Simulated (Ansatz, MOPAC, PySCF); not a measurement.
Ligand exchange on a metal centre used in film growth or etching (W Cl-F). Isolated molecules, 0 K electronic values unless said otherwise.

Quantity: redistribution energy (mixed species minus the weighted end members), in kcal/mol. Semi-empirical values (MOPAC) are differences of heats of formation.

Level 1: frozen-core MP2/def2-TZVPP // r2SCAN-D4/def2-SVP (Ansatz, a quantum-chemistry and plane-wave program)
Level 2: B3LYP/6-311+G** (LANL2DZ on W) // r2SCAN-D4/def2-SVP (PySCF)
Level 3: PBE/6-31G* (LANL2DZ on W) // r2SCAN-D4/def2-SVP (PySCF)
Level 4: PM6 // r2SCAN-D4/def2-SVP (MOPAC)

```
species                                level 1  level 2  level 3  level 4
-------------------------------------  -------  -------  -------  -------
3 of 6 Cl replaced by F: [W(Cl)3(F)3]     5.93    -1.97     5.84    -16.2
1 of 6 Cl replaced by F: [W(Cl)5(F)]      3.17    -0.15     2.58    -11.8
4 of 6 Cl replaced by F: [W(Cl)2(F)4]     5.24    -1.63     4.63    -17.1
5 of 6 Cl replaced by F: [W(Cl)(F)5]      3.27    -1.01     2.66    -11.7
```
